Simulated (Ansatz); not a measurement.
Ansatz (an electronic-structure program) input (HF/6-31G*):

Ansatz 0.2 input:
```yaml
crystal:
  periodic: [false, false, false]
  atoms:
    - {symbol: B, position_ang: [-0.00000000, -0.00000000, -0.58802645]}
    - {symbol: N, position_ang: [0.00000000, 0.00000000, 0.67320420]}
    - {symbol: H, position_ang: [-0.00000000, -0.00000000, -1.77229712]}
basis:
  gaussian:
    orbitals: 6-31G*
hamiltonian:
  xc: {name: HF}
total_charge: -1
relax: {f_tol: 0.003, max_steps: 120}
```

Problem. What final total energy does it give?

Solution. -79.65533 Eh.
